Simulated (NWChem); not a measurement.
System: InHSCl₂; SMILES [SH][In]([Cl])[Cl]

Input file for NWChem:

```
start job
memory heap 200 mb stack 900 mb global 1100 mb
geometry units angstroms noautoz
  In     0.009292     0.001245     0.000392
  Cl     0.890903    -2.155524    -0.000614
  Cl    -2.318228     0.202591     0.000434
  S      1.396605     1.933449     0.001458
  H      0.324883     2.759672     0.001811
end
basis spherical
  * library def2-svp
end
ecp
  In library def2-ecp
end
dft
  xc slater vwn_5
  iterations 150
  mulliken
end
task dft energy
```

Excerpt of the output:

```
             Northwest Computational Chemistry Package (NWChem) 7.3.0
             --------------------------------------------------------

 CS  symmetry detected

                             Geometry "geometry" -> ""
                             -------------------------

 Output coordinates in angstroms (scale by  1.889725989 to convert to a.u.)

  No.       Tag          Charge          X              Y              Z
 ---- ---------------- ---------- -------------- -------------- --------------
    1 In                  49.0000     0.02109975     0.00101084     0.00000000
    2 Cl                  17.0000     1.41560681    -1.86560148     0.00000000
    3 Cl                  17.0000    -2.28249537    -0.38801240     0.00000000
    4 S                   16.0000     0.87929101     2.21946944     0.00000000
    5 H                    1.0000    -0.36543860     2.75039392     0.00000000

 Effective nuclear repulsion energy (a.u.)     680.6039681094

      Symmetry information
      --------------------

 Group name             Cs
 Group number              2
 Group order               2
 No. of unique centers     5

                                 NWChem DFT Module
                                 -----------------

 Summary of "ao basis" -> "ao basis" (spherical)
 ------------------------------------------------------------------------------
       Tag                 Description            Shells   Functions and Types
 ---------------- ------------------------------  ------  ---------------------
 In                         def2-svp                10       26   4s4p2d
 Cl                         def2-svp                 8       18   4s3p1d
 S                          def2-svp                 8       18   4s3p1d
 H                          def2-svp                 3        5   2s1p

      Symmetry analysis of basis
      --------------------------

        a'         61
        a"         24

            General Information
            -------------------
          SCF calculation type: DFT
          Wavefunction type:  closed shell.
          No. of atoms     :     5
          No. of electrons :    72
           Alpha electrons :    36
            Beta electrons :    36
          Charge           :     0
          Spin multiplicity:     1
          Use of symmetry is: on ; symmetry adaption is: on
          Maximum number of iterations: 150
          AO basis - number of functions:    85
                     number of shells:    37
          Convergence on energy requested:  1.00D-06
          Convergence on density requested:  1.00D-05
          Convergence on gradient requested:  5.00D-04

              XC Information
              --------------
                        Slater Exchange Functional  1.000 local
                      VWN V Correlation Functional  1.000 local

             Grid Information
             ----------------
          Grid used for XC integration:  medium
          Radial quadrature: Mura-Knowles
          Angular quadrature: Lebedev.
          Tag              B.-S. Rad. Rad. Pts. Rad. Cut. Ang. Pts.
          ---              ---------- --------- --------- ---------
          In                  1.55      123           9.0       590
          Cl                  1.00       88          12.0       590
          S                   1.00       88          10.0       590
          H                   0.35       45          11.0       434
          Grid pruning is: on
          Number of quadrature shells:   432
          Spatial weights used:  Erf1

      Superposition of Atomic Density Guess
      -------------------------------------

 Sum of atomic energies:       -1534.54393776

      Non-variational initial energy
      ------------------------------

 Total energy =   -1506.152113
 1-e energy   =   -2872.560190
 2-e energy   =    1006.732321
 HOMO         =      -0.325256
 LUMO         =      -0.064060

      Symmetry analysis of molecular orbitals - initial
      -------------------------------------------------

  Numbering of irreducible representations:

     1 a'          2 a"

  Orbital symmetries:

     1 a'          2 a'          3 a'          4 a'          5 a'
     6 a'          7 a'          8 a'          9 a'         10 a"
    11 a'         12 a"         13 a'         14 a'         15 a"
    16 a'         17 a'         18 a'         19 a"         20 a'
    21 a'         22 a'         23 a"         24 a"         25 a'
    26 a'         27 a'         28 a'         29 a'         30 a'
    31 a'         32 a"         33 a"         34 a'         35 a'
    36 a"         37 a'         38 a"         39 a'         40 a'
    41 a'         42 a'         43 a"         44 a'         45 a'
    46 a"

     ---------------------------------------------
      Total Density - Mulliken Population Analysis
     ---------------------------------------------

    Atom       Charge   Shell Charges
 -----------   ------   -------------------------------------------------------
    1 In  21    19.64   2.59 -0.60  0.64  0.22  3.23  2.76  0.51  0.18  9.70  0.40
    2 Cl  17    17.54   2.00  1.99  1.23  0.72  5.94  2.18  3.46  0.01
    3 Cl  17    17.55   2.00  1.99  1.23  0.72  5.94  2.18  3.47  0.01
    4 S   16    16.48   2.00  1.99  1.21  0.64  5.94  1.78  2.90  0.02
    5 H    1     0.79   0.57  0.19  0.03

[...]
```

Level: LDA (Slater exchange, VWN5)/def2-SVP with def2 effective core potentials on In. Coordinates come from a PBE0/def2-SVP optimisation. def2 effective core potentials on In; no spin-orbit coupling.
